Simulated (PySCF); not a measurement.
**Working out the ionisation energy of Zn⁺**

Zn⁺ [Ar] 3d10 4s1 (2S) → Zn²⁺ [Ar] 3d10 (1S). Computed with PySCF 2.14 in jorge-DZP-DKH, with the spin-free X2C one-electron Hamiltonian (Gaussian nucleus). Frozen: [Ar]. Energies in hartree (1 hartree = 27.21139 eV):

| part | Zn⁺ (lower) | Zn²⁺ (upper) |
| --- | --- | --- |
| UHF | -1793.791418 | -1793.173847 |
| CCSD correlation | -0.254204 | -0.237098 |
| (T) | -0.007291 | -0.006152 |

Q: What does Hartree-Fock give?

A: (-1793.173847) − (-1793.791418) = 0.617571 hartree = 16.805 eV.

Q: What do CCSD and CCSD(T) give?

A: The CCSD correlation energies differ by 0.017106 hartree = 0.465 eV and the triples by 0.001139 hartree = 0.031 eV, so CCSD gives 17.270 eV and CCSD(T) 17.301 eV.

Measured between the centres of the two terms (NIST): 17.964 eV, so CCSD(T) (valence) is off by -0.663 eV.

A double-zeta basis recovers only part of the correlation energy.

What remains against the reference includes basis incompleteness, the frozen core and higher excitations.
